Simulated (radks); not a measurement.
Q: These are the eigenvalues of the occupied orbitals of an atom or ion with whole-number occupations (eV). All-electron calculation, Dirac Kohn-Sham, LDA (Slater exchange, Perdew-Wang correlation), spin-unpolarised, spherical densities, point nucleus. Program: a radial shooting solver on a logarithmic mesh with Libxc functionals.

orbital  eigenvalue
1s1/2     -41743.40
2s1/2     -6718.572
2p1/2     -6352.675
2p3/2     -5871.029
3s1/2     -1453.514
3p1/2     -1297.605
3p3/2     -1202.228
3d3/2     -929.2319
3d5/2     -908.6524
4s1/2     -293.1570
4p1/2     -234.8307
4p3/2     -214.1629
4d3/2     -118.2592
4d5/2     -114.6361
5s1/2      -45.0164
5p1/2      -29.4299
5p3/2      -26.5889
6s1/2       -8.3265
4f5/2       -7.4858
4f7/2       -7.1406

Which element is it, and in what charge state? The configuration may be excited. Open shells, if any, are shared by 2j + 1.

A: Z = 59, praseodymium, charge +1: Pr+ in [Xe] 4f3 6s1. The list shows which subshells hold electrons but not how many an open one holds; the 1s level, -1534 hartree, gives Z - s = 55.4 by -(Z - s)^2/2, which with screening and relativity narrows Z to a few neighbours, and the depths of the outer levels then fix element, charge and occupations together.
